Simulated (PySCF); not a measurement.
# SiH4O3

The system: SiH4O3, a small molecule; neutral, singlet. The structure, one conformer, was relaxed in the gas phase by PBE0-D3(BJ)/def2-SVP. No frequency run checks that it is a minimum.

SMILES: O[SiH](O)O

Coordinates in Å:
```
O1      1.350   -0.775   -0.364
Si2    -0.161   -0.148   -0.148
O3     -0.129    1.449   -0.564
O4     -0.558   -0.272    1.449
H5      1.584   -1.564    0.131
H6     -1.150   -0.878   -0.984
H7      0.435    1.706   -1.298
H8     -1.232    0.324    1.788
```

Shieldings: GIAO PBE0/pcSseg-2. Shifts are against computed references at the same level: H TMS (σ 31.24 ppm), Si TMS (σ 341.3 ppm). Core levels by delta-SCF with SCAN, pcX-2 on the ionised atom and pcseg-1 elsewhere, spin-free X2C (2p3/2 is the spin-free 2p value less a third of a first-order spin-orbit splitting); from the vacuum level, for chosen atoms.

Task: Give the NMR and core-level values of the distinct atoms.

Result: 
```json
{"atoms": "O1 O3 O4", "bonded to": "1 Si + 1 H", "σ (ppm)": "269.1", "δ (ppm)": "-", "core level (eV)": "1s 538.89"}
{"atoms": "Si2", "bonded to": "3 O + 1 H", "σ (ppm)": "390.4", "δ (ppm)": "-49.1", "core level (eV)": "2p3/2 108.36"}
{"atoms": "H5 H7 H8", "bonded to": "1 O", "σ (ppm)": "29.35", "δ (ppm)": "1.89", "core level (eV)": "-"}
{"atoms": "H6", "bonded to": "1 Si", "σ (ppm)": "26.11", "δ (ppm)": "5.13", "core level (eV)": "-"}
```

Values are those of this one static structure; atoms that internal rotation interchanges would show their mean in an NMR spectrum.

Task: By CAM-B3LYP/def2-SVPD (TDDFT singlets, Tamm-Dancoff triplets, ionisation by delta-SCF), where does absorption start, and what does vertical ionisation take?

Result: The lowest singlet lies at 8.13 eV (f 0.076), the strongest of the first 6 at 8.84 eV (f 0.083), the lowest triplet at 7.68 eV; vertical ionisation takes 11.56 eV.

The 3 runs behind this took 85 s in all, one thread each of Arm Neoverse V1 on a shared host, launched as `OMP_NUM_THREADS=1 python cluster_run.py task.json out`.
